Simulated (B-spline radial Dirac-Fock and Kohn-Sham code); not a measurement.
Dipole and non-dipole photoemission parameters of Lu²⁺ 5p3/2

System: lutetium as Lu²⁺ in the configuration [Xe] 4f14 6s1; threshold 52.16 eV (orbital energy of the model). These are calculated numbers from a radial atomic solver; the model is Dirac-Hartree-Slater photoionisation with a Latter tail; cross sections with all multipoles, angular parameters from the dipole term and its interference with E2.

For linearly polarised light dσ/dΩ = σ/(4π) [1 + β P₂(cos θ) + (δ + γ cos²θ) sin θ cos φ], with θ from the polarisation vector and φ the angle between the beam and the projection of the electron momentum on the plane normal to the polarisation.

```csv
hν (eV),σ (kb),β,γ,δ
96.7,319,0.406,0.363,-0.040
117,215,-0.090,0.221,-0.027
196,113,0.038,-0.073,0.029
300,74.5,0.612,0.049,0.036
384,57.4,0.889,0.154,0.030
475,45.0,1.087,0.227,0.023
603,33.5,1.266,0.269,0.014
706,27.3,1.363,0.270,0.010
879,20.2,1.474,0.241,0.004
976,17.4,1.519,0.217,0.002
1220,12.4,1.598,0.147,0.000
1250,11.9,1.605,0.139,0.000
1253.6,11.9,1.606,0.138,0.000
1900,5.98,1.701,0.004,0.000
2310,4.22,1.728,-0.034,0.001
3430,1.98,1.752,-0.007,0.005
3570,1.83,1.753,0.005,0.005
3900,1.52,1.752,0.038,0.006
4000,1.45,1.752,0.049,0.007
4710,1.03,1.746,0.139,0.008
6000,?,?,?,?
6330,0.535,1.720,0.382,0.013
8047.8,0.306,1.686,0.646,0.019
8320,0.283,1.680,0.687,0.020
8370,0.279,1.679,0.695,0.020
9251.7,0.219,1.661,0.823,0.023
12800,0.0973,1.588,1.291,0.038
15000,0.0643,1.545,1.544,0.049
```

Question: Give the values at 6000 eV.

Answer: σ = 0.604 kb, β = 1.726, γ = 0.331, δ = 0.012.
